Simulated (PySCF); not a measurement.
## WCl2, quintet: structure and spectrum

Computed with UPBE/[W def2-TZVP with ECP60, Cl def2-TZVP], scalar-relativistic core potentials, density fitting, no spin–orbit coupling, PySCF.

The structure is a minimum.

Coordinates in bohr (charge 0 multiplicity 5):
```
W     0.0000    0.0000   -0.4111
Cl    4.0246    0.0000    1.0825
Cl   -4.0246    0.0000    1.0825
```

- Point group: C2v
- Bond lengths: W–Cl 2.272 Å (×2)
- Bond angles: Cl–W–Cl 139.3°
- Atomisation energy without zero-point energy: 900 kJ/mol
- Heat capacity Cp at 298.15 K: 54.1 J/(mol K)
- Rotational constants: 0.5326, 0.05314, 0.04832 cm⁻¹
- Enthalpy at 298.15 K above 0 K: 13.73 kJ/mol
- Spin squared ⟨S²⟩: 6.018
- Principal polarisabilities: 54.9, 59.0, 94.0 bohr³
- Lowest empty level (α): -4.26 eV
- Highest occupied level (α): -4.76 eV
- Zero-point energy: 5.0 kJ/mol
- Rotational symmetry number: 2
- Entropy at 298.15 K and 1 bar (electronic part: spin only): 323.4 J/(mol K)
- Dipole moment: 1.33 D
- Principal quadrupole moments (Buckingham, traceless) about the centre of mass: -5.47, 2.00, 3.47 D Å

Harmonic modes (masses in u: W 183.951, Cl 34.969):
```tsv
symmetry	ω (cm⁻¹)	IR (km/mol)	μ (u)
a1	64	1.3	42.71
a1	381	6.8	36.50
b2	389	89.7	43.87
```

In C2v the vibrations span 2a1 + b2. Here b1 is antisymmetric to the molecular plane and b2 lies in it.

Charges (e):
```json
{"atom": "W1", "Mulliken": "0.59", "Löwdin": "-0.11", "polar tensor": "0.98", "spin (Mulliken)": "4.00", "Mayer order to W1": "–"}
{"atom": "Cl2,3", "Mulliken": "-0.29", "Löwdin": "0.06", "polar tensor": "-0.49", "spin (Mulliken)": "0.00", "Mayer order to W1": "1.20"}
```

Mulliken populations on W1 (electrons outside its core potential): s 2.77, p 6.25, d 4.36, f 0.04.

Formally W is in oxidation state +2, d4, with 4 unpaired electrons (the high-spin count). The Mulliken spin on W is 4.00. The polar-tensor charge on W, 0.98, is far below the formal one.

Other isomers or separated fragments may lie lower. Open d and f shells are described by one determinant, and the ground state may have another occupation or spin. No spin–orbit coupling is included, which matters more the heavier the element.

The final relaxation and frequency run took 26 s on 4 threads of a shared Arm Neoverse V2 host, with 114 basis functions and 9 gradients; the process peaked at 0.89 GiB.
